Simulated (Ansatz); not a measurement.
A structure relaxed at PBE-D4/def2-TZVPD in Ansatz, charge -1, doublet:

```xyz
4

Ag   -0.247    0.633    2.005
Ag    0.075   -0.198   -0.604
F     0.008   -2.184   -0.265
F     0.164    1.748   -1.136
```

Problem. Give its formula and point group.

Solution. the cluster Ag2F2⁻. Point group Cs (tolerance 0.1 Å).

Problem. Summarise the bond lengths by kind (pairs closer than 1.2 times the sum of covalent radii, bridged metal pairs left out).

Solution. 2 × Ag–F 2.02 Å; 1 × Ag–Ag 2.76 Å.

In the def2 sets Ag takes a core potential; there is no spin–orbit coupling. The relaxation made no stability test and no search for a lower SCF solution. No other spin state of charge -1 was run. Another isomer (doublet) lies 0.14 eV lower at PBE0-D4/def2-TZVPD; other spin states weren't run for this one.
